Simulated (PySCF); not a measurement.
In(F)(Me)(NH2) (CH5FInN), SMILES [In]([NH2])([F])[CH3]. Atoms are numbered in the order given.

```xyz
9

In    -0.0463    -0.0066     0.0037
F      1.8037    -0.3006    -0.6516
C     -0.5950    -1.0791     1.7891
H     -0.4844    -2.1553     1.5973
H     -1.6304    -0.8535     2.0767
H      0.0907    -0.7820     2.5950
N     -0.8662     1.4549    -1.1463
H     -1.8781     1.5008    -1.2434
H     -0.4287     1.6102    -2.0527
```
Charge 0, spin multiplicity 1.

Geometry: B3LYP-D3(BJ)/def2-SVP. The structure was generated by enumeration; whether it is a known compound was not checked. The def2 effective core potentials stand for the cores of In; spin–orbit coupling is left out. The values are those of a single conformer.

Calculation: PySCF with IEF-PCM-PBE0/def2-SVP.

The values are the electrostatic part of the solvation free energy, E(continuum) − E(gas) at the gas-phase geometry, in a cavity of scaled van der Waals radii (PySCF's table); cavitation and dispersion terms are not included. A continuum can't describe solvent molecules that bind to the metal. In vacuum the orbital gap is 6.28 eV. The dipole moment in vacuum is 3.63 D.

```tsv
solvent	ε	ΔG(elec) (kcal/mol)	dipole (D)	gap (eV)
water	78.36	-10.0	4.37	6.50
ethanol	24.85	[?]	[?]	[?]
n-hexane	1.88	-3.7	3.90	6.35
```

Q: Some entries are withheld; supply them. (The exact figures need the calculation; the answer reports its results.)

A: 
- ethanol, ΔG(elec) (kcal/mol): -9.5
- ethanol, dipole (D): 4.33
- ethanol, gap (eV): 6.49
